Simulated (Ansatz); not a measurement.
```yaml
crystal:
  periodic: [false, false, false]
  atoms:
    - {symbol: F, position_ang: [-2.623292, 1.448936, 0.641684]}
    - {symbol: Al, position_ang: [-1.277516, 1.251245, 1.365768]}
    - {symbol: N, position_ang: [0.233245, 0.744899, 0.549485]}
    - {symbol: C, position_ang: [0.229045, 0.373280, -1.010745]}
    - {symbol: Si, position_ang: [0.837356, -1.519930, -1.030584]}
    - {symbol: H, position_ang: [-0.706485, 1.612806, 3.134277]}
    - {symbol: H, position_ang: [1.215403, 0.740692, 0.765728]}
    - {symbol: H, position_ang: [0.878934, 1.069300, -1.503209]}
    - {symbol: H, position_ang: [-0.755721, 0.479831, -0.976902]}
    - {symbol: H, position_ang: [0.503440, -2.190851, -2.333429]}
    - {symbol: H, position_ang: [2.166137, -1.848956, -0.545226]}
    - {symbol: H, position_ang: [-0.439265, -2.453373, -0.281145]}
basis:
  gaussian: {orbitals: def2-SVPD, final_grid: {core_spheres: 1, valence_spheres: 1, degree: 3}}
total_charge: -1
magnetization: {spin_polarized: true, initial_magnetization: 1}
hamiltonian: {xc: {name: wB97M-V}}
```

```sh
$ ansatz run in.yaml --threads 4 --pin off --events-out ev --progress --plain --max-ram 10444MiB
```

Output, abridged:

```
Functional definition: wB97M-V
1452 factors; their error is unknown
628 factors; integrals over basis functions are off by at most 1.1e-5 eV
mean field evaluation 1: about -19817.5958 eV, gradient 2.1e1 eV
mean field evaluation 2: about -19818.2232 eV, gradient 2.1e1 eV
mean field evaluation 4: about -19820.0299 eV, gradient 1.1e0 eV
mean field evaluation 8: about -19787.1670 eV, gradient 7.3e0 eV
mean field evaluation 16: about -19787.6799 eV, gradient 5.9e-2 eV
mean field -19787.68026189 eV, -727.1838370532 hartree, gradient 6.8e-5 eV, S^2 0.753503; 6 other end points of the search recorded, 0 dependent functions left out
reference -19787.68042084 eV, -727.1838428943 hartree; 29, 28 occupied and 138, 139 virtual orbitals, 1452 factors
Total energy: -19787.68042084 eV, -727.1838428943 hartree
```

In this input the integration grid is far too coarse. Self-consistency was reached. The result belongs to that input, not to the molecule as meant.
